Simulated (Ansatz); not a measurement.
Cartesian coordinates in Å:
```
C 2.3621 0.7824 -0.6046
O 1.7958 0.5079 0.6626
Si 0.2286 0.7299 1.0099
Cl -0.3144 2.6827 0.7324
Cl 0.0926 0.3217 3.0072
N -0.7546 -0.2426 0.0332
C -0.3927 -1.6340 -0.1514
C -2.1452 0.0268 -0.2524
H 3.3916 0.4237 -0.5932
H 1.8148 0.2746 -1.4050
H 2.3624 1.8575 -0.8050
H -0.5668 -1.9352 -1.1908
H -0.9808 -2.2979 0.4959
H 0.6633 -1.7913 0.0744
H -2.3750 -0.2464 -1.2887
H -2.3665 1.0862 -0.1272
H -2.8151 -0.5460 0.4027
```

The species carries charge 0 and has multiplicity 1.

List the ωB97M-V/def2-TZVPP orbital energies in eV (the Gaussian-basis code of Ansatz). (Estimate.)

Computed: Occupied: -2771.94, -2771.75, -1808.99, -526.45, -394.75, -282.98, -282.34, -282.24, -262.35, -262.16, -199.82, -199.71, -199.70, -199.63, -199.51, -199.51, -149.79, -103.96, -103.91, -103.87, -31.64, -28.43, -26.12, -25.50, -22.90, -22.30, -20.71, -17.75, -16.51, -16.01, -15.82, -15.46, -15.16, -14.78, -13.69, -13.47, -13.19, -13.05, -12.14, -12.05, -11.78, -11.51, -11.28, -11.12, -9.27. Lowest empty: 2.39, 3.04, 3.15, 3.27, 3.86, 4.04, 4.31, 4.49.
